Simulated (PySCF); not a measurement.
From one molecule to another.

First species: C3H5F3O2Si.
Atom-mapped SMILES: `[O:1]=[C:2]([CH2:3][C:4]([F:5])([F:6])[F:7])[O:8][SiH3:9]` (hydrogens: H10, H11 on C3; H12, H13, H14 on Si9)

Second species: C7H12P2.
SMILES: `C#CC/P=P/C(C)(C)C`

Levels: CAM-B3LYP/def2-SVPD for dipole moment, HOMO energy, LUMO energy, HOMO–LUMO gap, static isotropic polarisability and electronic spatial extent ⟨r²⟩ about the centre of nuclear charge; TDDFT CAM-B3LYP/def2-SVPD for lowest singlet excitation; TDA CAM-B3LYP/def2-SVPD for lowest triplet excitation (Tamm–Dancoff); ΔSCF CAM-B3LYP/def2-SVPD for vertical ionisation energy; PBE0-D3(BJ)/def2-SVP for rotational constant A and rotational constant C. Geometries: PBE0-D3(BJ)/def2-SVP. All species are isolated and taken at one optimised geometry, non-relativistic unless stated; the electronic structure was computed with PySCF and density fitting.

The conformers computed, where there is a choice (atom-mapped SMILES and torsion angles):
- `[O:1]=[C:2]([CH2:3][C:4]([F:5])([F:6])[F:7])[O:8][SiH3:9]`: O1–C2–C3–C4 -145°, C2–C3–C4–F5 51°, O1–C2–O8–Si9 1°
- `[CH:1]#[C:2][CH2:3]/[P:4]=[P:5]/[C:6]([CH3:7])([CH3:8])[CH3:9]`: C2–C3–P4–P5 116°, P4–P5–C6–C7 122°

```tsv
property	column X	column Y
dipole moment	1.29 D	1.36 D
HOMO energy	-8.14 eV	-10.34 eV
LUMO energy	-1.27 eV	0.47 eV
HOMO–LUMO gap	6.87 eV	10.81 eV
lowest singlet excitation	3.25 eV	5.85 eV
lowest triplet excitation (Tamm–Dancoff)	2.20 eV	5.35 eV
static isotropic polarisability	141.1 au	70.4 au
vertical ionisation energy	8.72 eV	11.20 eV
electronic spatial extent ⟨r²⟩ about the centre of nuclear charge	2273 bohr²	1587 bohr²
rotational constant A	2.697 GHz	2.792 GHz
rotational constant C	0.534 GHz	0.691 GHz
```

**Question.** Which column belongs to which species?

**Answer.** Column X is the second species and column Y the first. The first has 14 atoms and 80 electrons, the second 21 and 84.

**Question.** How does each property change from the first species to the second?

**Answer.** dipole moment -0.07 D; HOMO energy +2.20 eV; LUMO energy -1.74 eV; HOMO–LUMO gap -3.94 eV; lowest singlet excitation -2.60 eV; lowest triplet excitation (Tamm–Dancoff) -3.15 eV; static isotropic polarisability +70.7 au; vertical ionisation energy -2.48 eV; electronic spatial extent ⟨r²⟩ about the centre of nuclear charge +686 bohr²; rotational constant A -0.095 GHz; rotational constant C -0.157 GHz.

On the first: The polarisability is 10.44 Å³ as a volume (1 au = 0.148185 Å³), or 0.88 au for each of the 80 electrons. In wavenumbers S1 is 47200 cm⁻¹ (1 eV = 8065.54 cm⁻¹).

On the second: The principal polarisabilities are 114.5, 115.1 and 193.5 au; their mean is the isotropic value. The 10 singlets span 3.25 to 6.68 eV, and their oscillator strengths add up to 0.60.
